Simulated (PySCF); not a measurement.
These are ωB97X-D3(BJ)/def2-TZVP // PBE0-D3(BJ)/def2-SVP run with PySCF 2.14.0 values and carry that method's errors. Isolated molecules, 0 K electronic values unless said otherwise. One relaxed conformer stands for a flexible species; it need not be the lowest. Delta-SCF ions had no search for a lower state. Excitations are Tamm–Dancoff values on a coarser integration grid. The basis has no diffuse functions, so Rydberg states are missing or too high.

Reference species (SMILES): `c1(C=C)c(F)cc([SiH3])cc1` (C–C–C–C torsion 0°) (neutral, multiplicity 1).

```
Quantity                                        Value
-------------------------------------------  --------
vertical electron affinity (Delta-SCF)       -0.04 eV
brightest of the four lowest singlets (TDA)   5.37 eV
```

Changed species: `C=C(F)c1ccccc1[SiH3]` (F–C–C–C torsion 157°).

### Question
Give the shifts of the vertical electron affinity (Delta-SCF) and brightest of the four lowest singlets (TDA).

### Answer
the vertical electron affinity (Delta-SCF) decreases by 0.19 eV, to -0.23 eV; the brightest of the four lowest singlets (TDA) goes up by 1.26 eV, to 6.63 eV.
